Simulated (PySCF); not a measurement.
## TiO₂ + HCl → TiHCl + O₂

Level: PBE0 in the def2-TZVP basis family, all electrons, no relativity, computed in PySCF with density fitting; open shells unrestricted.

```tsv
species	state and structure	E (Eh)	ZPE (kJ/mol)	H(298 K) − H(0) (kJ/mol)	S° (J/(mol K))
TiO₂	singlet, C2v, Ti–O 1.628 Å (×2); O–Ti–O 111.8°	-999.65179	14.5	11.0	258.1
HCl	singlet, C∞v, H–Cl 1.279 Å	-460.66440	17.9	8.7	186.6
TiHCl	triplet, Cs, Ti–Cl 2.233 Å, Ti–H 1.756 Å; Cl–Ti–H 130.2°	-1309.91739	14.1	11.7	272.0
O₂	triplet, D∞h, O–O 1.193 Å	-150.23561	10.3	8.7	204.9
```

(1) What is the electronic reaction energy?

(2) Add zero-point, thermal and entropy terms for 298.15 K and 1 bar.

Answers

(1) At PBE0/def2-TZVP, ΔE = 428.5 kJ/mol from the differences of the total energies times 2625.5, uphill. 

(2) ΔZPE = -8.0 and Δ[H(298) − H(0)] = 0.7 kJ/mol give ΔH° = 421.2 kJ/mol. ΔS° = 32.2 J/(mol K), so ΔG° = 421.2 − 298.15 × (0.0322) = 412 kJ/mol.

Open d or f shells are single determinants, so the state found may not be the ground state. Only the bonding shown was studied: isomers, or loss of a ligand pair, can lie lower.
